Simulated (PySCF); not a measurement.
LiSn: from constants to spectrum

UHF-CCSD(T) constants of LiSn, ⁴Σ⁻ (quartet), unpaired electrons σ ↑, π ↑↑ (basis Li def2-SVPD, Sn def2-SVPD with ECP28; scalar-relativistic core potentials; PySCF 2.14; masses 7.0160 and 119.9022 u):

```
ωe              : 357.3 cm⁻¹
ωexe            : 2.44 cm⁻¹
Be              : 0.36804 cm⁻¹
αe              : 0.00396 cm⁻¹
D (centrifugal) : 1.56e-06 cm⁻¹
De to Li + Sn   : 1.43 eV
```

Q: Give the vibrational terms G(v) and spacings up to v = 6.

A: G(v) = ωe(v+½) − ωexe(v+½)².

```
v  G(v) (cm⁻¹)  G(v) − G(v−1)  Bv (cm⁻¹)
0        178.0                    0.3661
1        530.5          352.4     0.3621
2        878.0          347.5     0.3581
3       1220.7          342.7     0.3542
4       1558.4          337.8     0.3502
5       1891.3          332.9     0.3463
6       2219.4          328.0     0.3423
```

Q: How well does the Morse estimate ωe²/(4ωexe) reproduce De, and what is D0?

A: It gives 1.62 eV, 113 % of the computed De. D0 = De − G(0) = 1.43 − 0.02 = 1.41 eV.

Correlated steps freeze 4 core orbitals. Correlated levels converge slowly with the basis: in double zeta they bind strong bonds too weakly, by up to about 1 eV, and carry superposition errors of some tenths. These are scalar-relativistic numbers at best; spin–orbit coupling would shift them, the dissociation energy most. The state was picked by a PBE0 search and need not be the measured ground state.
